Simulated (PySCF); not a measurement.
**Ionisation energy of Ta⁶²⁺ by level of theory**

Ta⁶²⁺ [Ne] 3s1 [3s1/2^1, M_J = 1/2] → Ta⁶³⁺ [Ne], as a difference of total energies. Computed with PySCF 2.14 in an even-tempered Gaussian basis (18 s from 20 bohr⁻², ratio 2.4; 14 p from 26 bohr⁻², ratio 2.4; 4 d from 82 bohr⁻², ratio 2.6; 4 f from 120 bohr⁻², ratio 2.6), with the two-component X2C-1e Hamiltonian. Correlated levels: 1s2 frozen; the 54 highest virtual spinors dropped. "Screened" scales the spin-orbit matrix elements by Boettger's factors to mimic the two-electron term; Breit and QED terms are absent.

```csv
method,ionisation energy (eV)
GHF (spin-free),6905.8
GMP2 (spin-free),6906.6
GHF (screened spin-orbit),6905.2
GMP2 (screened spin-orbit),6906.0
```

Breit and QED terms and the two-electron picture change are absent.

For comparison: 6900 ± 15 eV (theoretical estimate listed by NIST; NIST Atomic Spectra Database, ionization energies).
